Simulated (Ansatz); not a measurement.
`BN(CC=C)C(C)(C)C`, 25 atoms. The species carries charge 0 and has multiplicity 1. Hardware: A = 4 threads of an AMD EPYC 7R13 on a shared host and a share of an NVIDIA H100 80 GB; B = 4 threads of an AMD EPYC 7R13 on a shared host. Correlated methods freeze the cores.

(1) How many basis functions does each run have, and how long does it take in Ansatz? direct RPA on PBE orbitals/def2-TZVPP energy [A]; RKS ωB97X-V/def2-TZVPP energy [A]; RHF-CCSD(T)/def2-SVP energy [A]; RKS PBE0-D4/def2-QZVPP energy [A]; RHF-CCSD(T)/def2-TZVPP energy [A]; RKS ωB97M-V/def2-QZVPP energy [A]; RKS CAM-B3LYP-D4/def2-TZVPP energy [A]; RKS LC-ωPBE/def2-TZVPP energy [A]; RKS PBE0-D4/def2-SVP energy [B]; RKS PBE0-D4/def2-TZVP relaxation (12 steps) [A]; RKS BHLYP-D4/def2-TZVPP energy [A]; RKS ωB97M-V/def2-SVP energy [B]. (Estimate.)

Answers

(1) Computed: Other jobs shared the machine, so times are rough.

```csv
level,job,functions,wall time,peak host memory (GiB)
RKS BHLYP-D4/def2-TZVPP,energy [A],503,2.4 s,1.1
RKS PBE0-D4/def2-SVP,energy [B],206,3.8 s,0.88
RKS ωB97X-V/def2-TZVPP,energy [A],503,3.8 s,1.2
direct RPA on PBE orbitals/def2-TZVPP,energy [A],503,3.9 s,3
RKS LC-ωPBE/def2-TZVPP,energy [A],503,3.9 s,1.1
RKS CAM-B3LYP-D4/def2-TZVPP,energy [A],503,4.4 s,1.2
RKS PBE0-D4/def2-QZVPP,energy [A],993,4.6 s,1.6
RHF-CCSD(T)/def2-SVP,energy [A],206,5.5 s,0.84
RKS ωB97M-V/def2-QZVPP,energy [A],993,7 s,1.8
RKS ωB97M-V/def2-SVP,energy [B],206,11 s,1.1
RKS PBE0-D4/def2-TZVP,relaxation (12 steps) [A],375,20 s,1.1
RHF-CCSD(T)/def2-TZVPP,energy [A],503,37 s,2.8
```

LC-ωPBE has ω = 0.4 bohr⁻¹.
